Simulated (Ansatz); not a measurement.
Two structures of BH$_{5}$O$_{2}$F$_{2}$, singlet, reached by relaxing down either side of one saddle point (PBE0-D4/def2-TZVP). Energies are electronic, without zero-point energy. Ansatz 0.2.0; basis: def2-TZVPP and def2-QZVPP; cores frozen in the correlated methods. Extrapolation: Hartree–Fock as exp(−7.88 √X), correlation as X^−2.97. First:

```
10
angstrom
B -0.8644 -0.1823 -0.9151
H -2.0342 -0.3207 -1.1697
F -0.1955 -1.3648 -0.5977
F -0.1214 0.6015 -1.7464
H 0.1096 0.5507 0.8442
O -0.8294 0.6580 0.4960
H 1.4702 -0.7504 0.3895
O 1.6164 -0.0046 0.9916
H -1.4397 0.2697 1.1321
H 2.2884 0.5430 0.5754
```

Second:

```xyz
10
angstrom
B -0.6622 0.5654 -1.1600
H -0.5884 -2.1286 -0.0159
F 0.4663 0.3890 -1.8135
F -1.7847 0.0919 -1.6752
H 0.9465 0.5443 1.1574
O -0.6387 1.2527 0.0039
H -0.0694 -1.8065 0.4188
O 1.4949 -0.1378 1.5599
H -1.4972 1.3210 0.4298
H 2.3329 -0.0915 1.0947
```

Task: Which bonds change from the first to the second?

Result: BHF₂ ([F][BH][F]) + H₂O + H₂O → BHOF₂ ([OH][B]([F])[F]) + H₂O + H₂; bonds formed: H2–H7, H5–O8; dative contacts that become bonds: B1–O6; bonds broken: B1–H2, H5–O6, H7–O8.

Task: Give the saddle point's structure and its height above each. (Judge from chemistry; the value comes from the calculation.)

Result: The calculation gives: 99.8 kJ/mol above the first and 141.2 kJ/mol above the second (CCSD(T) at an estimated basis limit (MP2 extrapolated from triple and quadruple zeta, plus CCSD(T) − MP2 in triple zeta)).
```
10
angstrom
B -0.5653 -0.0087 -0.8935
H -0.2843 -1.1865 -0.2600
F 0.3803 0.0858 -1.8693
F -1.8538 -0.1409 -1.3078
H 0.5320 0.4766 1.0046
O -0.4018 1.0742 0.0958
H 0.4300 -0.9572 0.4902
O 1.0495 -0.3955 1.3105
H -1.2536 1.3855 0.4108
H 1.9671 -0.3334 1.0187
```

No T1 diagnostic of these runs exceeds 0.012.

The step is the kind of ligand exchange by which a precursor binds to a hydroxyl group, or is hydrolysed, in atomic layer deposition of oxides.

Labels in which every atom is bracketed show which atoms are joined, not bond orders.

For scale, one of the runs: CCSD(T)/def2-TZVPP, 225 basis functions, launched by `ansatz run in.yaml --threads 4 --pin off --events-out ev --progress --plain --max-ram 9574MiB`. Hardware: 4 CPU threads of an Arm Neoverse N1, shared host. Wall time 3.6 min; peak host memory 4.2 GiB.
